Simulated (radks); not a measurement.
Ionisation of neutral chromium, [Ar] 3d5 4s1, to [Ar] 3d5 as the strength of local exchange is varied. Method: scalar-relativistic Kohn-Sham, Slater X-alpha exchange (alpha = 2/3 is LDA exchange), no correlation, spin-polarised, spherical densities, point nucleus; open shells are filled with parallel spins first; computed with a radial shooting solver on a logarithmic mesh with Libxc functionals.

alpha  E(Cr) (hartree)  exchange (hartree)  IE (eV)  -e of the level emptied (eV)  <r> of it (bohr)
0.567      -1040.05935           -37.80469    6.630                    3.725 (4s)             3.425
0.573      -1040.45971           -38.22082    6.661                    3.753 (4s)             3.419
0.607      -1042.73154           -40.58517    6.838                    3.916 (4s)             3.389
0.667      -1046.75384           -44.78351    7.157                    4.217 (4s)             3.334
0.678      -1047.49308           -45.55679    7.216                    4.273 (4s)             3.324
0.719      -1050.25340           -48.44877    7.439                    4.489 (4s)             3.287

NIST Atomic Spectra Database: 6.767 eV (measured). The Delta-SCF value meets it near alpha = 0.59. Open shells are spherical and high-spin; term and fine-structure splittings are not resolved.
